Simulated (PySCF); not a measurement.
Geometry (Å), atoms numbered from 1 in this order:
```xyz
8

Si    0.0254   -0.7038   -1.1958
Cl    0.3347    0.0838   -3.0554
Cl   -0.2697   -2.7122   -1.4174
S    -1.5906    0.2426   -0.1714
Si    0.0092    0.6823    1.1752
Cl   -0.3007   -0.1015    3.0363
Cl    0.3054    2.6911    1.3920
S     1.6245   -0.2680    0.1528
```

Geometry: PBE0-D3(BJ)/def2-SVP; GIAO absolute shieldings from PySCF 2.14, gas phase, non-relativistic, averaged over equivalent atoms.

At B3LYP/pcSseg-1 (192 basis functions, 33 s wall time on 1 thread of an Arm Neoverse V1, shared host):
| atoms | σ (ppm) |
| --- | --- |
| Si1/Si5 | 315.0 |
| Cl2/Cl3/Cl6/Cl7 | 724.7 |
| S4/S8 | 425.5 |

Task: Predict the values at PBE0/pcSseg-1 on the same geometry.

Result: 
```tsv
atoms	σ at PBE0/pcSseg-1	change
Si1/Si5	332.3	+17.3
Cl2/Cl3/Cl6/Cl7	739.2	+14.5
S4/S8	453.8	+28.3
```

The largest change is at S4/S8 (sulfur bonded to 2 Si). Cost: 192 basis functions, 46 s wall time on 1 thread of an Arm Neoverse V1, shared host.
